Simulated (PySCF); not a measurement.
# Cost of excited-state runs on 2-bromobenzenethiol (SMILES Sc1ccccc1Br)

Atoms are numbered as in `[SH:1][c:2]1[cH:3][cH:4][cH:5][cH:6][c:7]1[Br:8]`. Hydrogens are named by the atom that carries them.

PySCF with density fitting, on 1 thread of an Intel Xeon Platinum 8488C, shared host. Command: `OMP_NUM_THREADS=1 python excited_run.py task.json out`

Q: How long does each of these runs take, and how much memory?
- first hyperpolarisability, CAM-B3LYP/aug-cc-pVDZ; usual settings
- excited states, CAM-B3LYP/def2-TZVP; Tamm-Dancoff; spin-orbit couplings; 6 states; 5 triplets; quadratic response for 4 states; IEF-PCM acetonitrile
- excited states, CAM-B3LYP/def2-TZVP; Tamm-Dancoff; spin-orbit couplings; 6 states; 5 triplets; quadratic response for 4 states
- excited states, CAM-B3LYP/aug-cc-pVDZ; two-photon moments; 8 states; quadratic response for 6 states; 0 triplets

A: 
```csv
run,level,basis functions,wall time,peak memory (GiB)
first hyperpolarisability,CAM-B3LYP/aug-cc-pVDZ,246,72 s,1.2
excited states,CAM-B3LYP/def2-TZVP,301,110 s,1.4
excited states,CAM-B3LYP/def2-TZVP,301,110 s,1.3
excited states,CAM-B3LYP/aug-cc-pVDZ,246,93 s,1.2
```
Times from a shared host are rough.
